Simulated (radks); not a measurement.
The numbers below are computed, except where a source is named.
Tb+, 64 electrons, occupied as [Xe] 4f9 6s1.

Level of theory: Dirac Kohn-Sham, exchange-only B88, spin-unpolarised, spherical densities, finite nucleus; open shells fill j = l - 1/2 first; Fermi nuclear charge, rms radius 5.06 fm (a radial shooting solver on a logarithmic mesh with Libxc functionals).

Energy parts (hartree):
part                   energy
total             -11715.2210
kinetic            12814.2266
electron-nucleus  -28829.5721
Hartree             4554.6238
exchange            -254.4992

Orbitals (lengths in bohr, moments of r in powers of bohr; <r^-3> diverges for s and p1/2; r(max) is where P^2 peaks; r(90%) holds 90 % of the orbital's charge):
orbital  occ.  eigenvalue (hartree)  r(90%)   r(max)      <r^4>  <r^-3>
1s1/2       2             -1903.857  0.0389  0.01364  1.063e-06       -
2s1/2       2             -315.5963   0.142  0.07767  0.0001675       -
2p1/2       2             -299.9630   0.125  0.05858  0.0001033       -
2p3/2       4             -272.5166   0.134  0.06451  0.0001370   10450
3s1/2       2             -70.12675   0.351   0.2200   0.006469       -
3p1/2       2             -63.32116   0.344   0.2073   0.005860       -
3p3/2       4             -57.65610   0.362   0.2198   0.007234    2231
3d3/2       4             -45.91675   0.334   0.1743   0.005196   376.1
3d5/2       6             -44.68059   0.339   0.1778   0.005546   333.0
4s1/2       2             -14.03055   0.778   0.5051     0.1598       -
4p1/2       2             -11.36390   0.805   0.5088     0.1815       -
4p3/2       4             -10.10189   0.849   0.5354     0.2245   497.5
4d3/2       4              -5.70861   0.930   0.5420     0.3218   71.20
4d5/2       6              -5.48077   0.946   0.5506     0.3450   62.07
5s1/2       2              -1.93471    1.92    1.183      5.932       -
5p1/2       2              -1.21987    2.21    1.294      10.46       -
5p3/2       4              -1.05931    2.38    1.377      13.85   61.99
4f5/2       6              -0.31439    1.58   0.5528      4.646   8.396
6s1/2       1              -0.30092    5.58    3.314      412.7       -
4f7/2       3              -0.28569    1.63   0.5581      5.472   8.028

The highest occupied level is 4f7/2 at -7.774 eV. Summed over all electrons, <r^2> = 56.26 bohr^2, which gives a Langevin (diamagnetic) susceptibility term of -44.6 x 10^-6 cm^3/mol. The density falls to 0.001 e/bohr^3 at r = 4.47 bohr. The electron density at the nucleus is 6.87e+05 e/bohr^3.
